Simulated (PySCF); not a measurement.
**C₆ coefficients of unlike pairs at B3LYP**

Calculated with PySCF 2.14 from the dipole response of each species, C₆(A,B) = (3/π) ∫ α_A(iu) α_B(iu) du, in atomic units, from isotropic polarisabilities. For ions this is the dispersion term alone; charge-induced terms of lower order in 1/R come first.

```json
{"species": "Rb+", "configuration": "[Kr] (1S)", "basis": "x2c-TZVPPall with one added diffuse shell each of s, p, d, f type (9s7p7d3f1g)", "relativity": "spin-free X2C", "α (bohr³)": "9.081", "C₆ (like pair)": "54.01"}
{"species": "Mn", "configuration": "[Ar] 3d5 4s2 (6S)", "basis": "aug-cc-pVTZ (8s7p5d3f2g)", "relativity": "none", "α (bohr³)": "71.15", "C₆ (like pair)": "672.2"}
{"species": "N(2+)", "configuration": "[He] 2s2 2p1 (2P)", "basis": "aug-cc-pVQZ-DK (6s5p4d3f2g)", "relativity": "spin-free X2C", "α (bohr³)": "2.587", "C₆ (like pair)": "3.655"}
{"species": "Cl+", "configuration": "[Ne] 3s2 3p4 (3P)", "basis": "aug-cc-pCVTZ-DK (8s7p5d3f)", "relativity": "spin-free X2C", "α (bohr³)": "8.755", "C₆ (like pair)": "41.55"}
```

Task: Estimate C₆ for N(2+) with Mn.

Result: The integral gives 41.10. The combination rule 2 C_A C_B / (C_A α_B/α_A + C_B α_A/α_B) gives 39.32 and the geometric mean 49.57.

No spin-orbit coupling is included.

The other pairs:

```json
{"pair": "Cl+, Rb+", "C₆": "47.16"}
{"pair": "Cl+, N(2+)", "C₆": "12.30"}
{"pair": "N(2+), Rb+", "C₆": "14.01"}
{"pair": "Mn, Rb+", "C₆": "151.7"}
{"pair": "Cl+, Mn", "C₆": "139.7"}
```
